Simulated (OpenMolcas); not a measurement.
**SiHCl2F (SMILES F[SiH](Cl)Cl): the vertical electron affinity, rung by rung**

SiHCl2F has 5 atoms, charge 0, and is taken as a singlet. As SMILES, `F[SiH](Cl)Cl`. The coordinates come from a PBE0-D4/def2-TZVP relaxation.

Quantity: the vertical electron affinity (to the doublet anion), in eV. The values are calculated.

The electron affinity is E(neutral) − E(anion): positive where the electron is bound.

```json
{"level": "HF/def2-SVPD", "kind": "Hartree–Fock", "program": "OpenMolcas", "value (eV)": "-2.19", "CPU time (all runs)": "58 s"}
{"level": "BLYP/def2-SVPD", "kind": "GGA", "program": "OpenMolcas", "value (eV)": "-1.23", "CPU time (all runs)": "2.1 min"}
{"level": "PBE/def2-SVPD", "kind": "GGA", "program": "OpenMolcas", "value (eV)": "-1.17", "CPU time (all runs)": "2.1 min"}
{"level": "M06-L/def2-SVPD", "kind": "meta-GGA", "program": "OpenMolcas", "value (eV)": "-1.83", "CPU time (all runs)": "3.2 min"}
{"level": "B3LYP/def2-SVPD", "kind": "global hybrid", "program": "OpenMolcas", "value (eV)": "-1.27", "CPU time (all runs)": "2.5 min"}
{"level": "BHLYP/def2-SVPD", "kind": "global hybrid", "program": "OpenMolcas", "value (eV)": "-1.60", "CPU time (all runs)": "2.7 min"}
{"level": "M06-2X/def2-SVPD", "kind": "hybrid meta-GGA", "program": "OpenMolcas", "value (eV)": "-1.62", "CPU time (all runs)": "3.8 min"}
{"level": "PBE0/def2-SVPD", "kind": "global hybrid", "program": "OpenMolcas", "value (eV)": "-1.38", "CPU time (all runs)": "2.6 min"}
```

Where it was recorded, the anion's HOMO is positive in every row: a fault of the level (basis or self-interaction), which says nothing on whether the real anion is bound. The values span -2.19 to -1.17 eV. Negative values mean that the anion is unbound at that level; they are set by how diffuse the basis is and aren't properties of the molecule, whose anion may well be bound. CPU times are rough (shared hosts, several kinds of processor and program).
